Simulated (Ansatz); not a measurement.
Level of theory: B3LYP-D3(BJ)/def2-TZVP run with Ansatz (a first-principles code). No frequencies were computed at this level.

Ansatz 0.2 input:
```yaml
crystal:
  periodic: [false, false, false]
  atoms:
    - { symbol: Ge, position_ang: [0.000005, 0.000001, -0.000003] }
    - { symbol: H, position_ang: [1.215883, -0.570814, -0.62748] }
    - { symbol: H, position_ang: [-0.052783, 1.458373, -0.261298] }
    - { symbol: H, position_ang: [-1.203223, -0.648729, -0.573846] }
    - { symbol: H, position_ang: [0.040119, -0.23883, 1.462629] }
basis:
  gaussian: { orbitals: def2-tzvp }
hamiltonian:
  xc: b3lyp
  dispersion: d3bj
relax:
  max_steps: 150
```

Output:

```
Functional definition: B3LYP
565 factors; their error is unknown
mean field evaluation 1: about -56583.7043 eV, gradient 1.9e1 eV
mean field evaluation 2: about -56584.0005 eV, gradient 1.7e1 eV
mean field evaluation 4: about -56584.1670 eV, gradient 4.1e-1 eV
mean field evaluation 8: about -56584.3856 eV, gradient 1.8e-4 eV
mean field -56584.38564891 eV, -2079.4378183232 hartree, gradient 1.4e-5 eV, S^2 0.000000; 0 other end points of the search recorded, 0 dependent functions left out
reference -56584.38585427 eV, -2079.4378258700 hartree; 18, 18 occupied and 54, 54 virtual orbitals, 565 factors
relax step   1: F+E_penalty+E_count = -56584.47287334 eV  Δ(F+E_penalty+E_count) = +0.000e0 eV  max|allowed force component| = 1.014e0 eV/Å  Δτ_max = 0.0000 Å  (19 SCF iters, accepted)
these checks for a lower state are left out or cut short: starts, cluster_reference, orbital_swaps, neighbouring_geometries, increment
565 factors; their error is unknown
mean field evaluation 16: about -56584.4866 eV, gradient 3.2e-5 eV
mean field -56584.48661237 eV, -2079.4415286621 hartree, gradient 3.2e-5 eV, S^2 0.000000; 0 other end points of the search recorded, 0 dependent functions left out
reference -56584.48681874 eV, -2079.4415362460 hartree; 18, 18 occupied and 54, 54 virtual orbitals, 565 factors
relax step   2: F+E_penalty+E_count = -56584.57331953 eV  Δ(F+E_penalty+E_count) = -1.004e-1 eV  max|allowed force component| = 2.046e-1 eV/Å  Δτ_max = 0.0415 Å  (21 SCF iters, accepted)
these checks for a lower state are left out or cut short: starts, cluster_reference, orbital_swaps, neighbouring_geometries, increment
565 factors; their error is unknown
mean field -56584.49160506 eV, -2079.4417121401 hartree, gradient 3.3e-5 eV, S^2 0.000000; 0 other end points of the search recorded, 0 dependent functions left out
reference -56584.49181173 eV, -2079.4417197349 hartree; 18, 18 occupied and 54, 54 virtual orbitals, 565 factors
relax step   3: F+E_penalty+E_count = -56584.57817435 eV  Δ(F+E_penalty+E_count) = -4.855e-3 eV  max|allowed force component| = 5.223e-3 eV/Å  Δτ_max = 0.0115 Å  (21 SCF iters, accepted)
565 factors; their error is unknown
mean field evaluation 32: about -56584.4916 eV, gradient 1.4e-4 eV
mean field -56584.49160506 eV, -2079.4417121401 hartree, gradient 3.3e-5 eV, S^2 0.000000; 1 other end points of the search recorded, 0 dependent functions left out
reference -56584.49181173 eV, -2079.4417197349 hartree; 18, 18 occupied and 54, 54 virtual orbitals, 565 factors
Total energy: -56584.57838101 eV, -2079.4449010975 hartree
Atom 0 at     0.000001     0.000000     0.000000 Å, force     0.000002    -0.000000     0.000003 eV/Å
Atom 1 at     1.259347    -0.591203    -0.649899 Å, force     0.004347    -0.002033    -0.002238 eV/Å
Atom 2 at    -0.054661     1.510498    -0.270650 Å, force    -0.000184     0.005213    -0.000939 eV/Å
Atom 3 at    -1.246241    -0.671917    -0.594350 Å, force    -0.004309    -0.002321    -0.002050 eV/Å
Atom 4 at     0.041554    -0.247378     1.514900 Å, force     0.000145    -0.000858     0.005223 eV/Å
Dipole moment:     0.000000     0.000000     0.000000 e Å
```

Cost: around 4 core-seconds (rough).
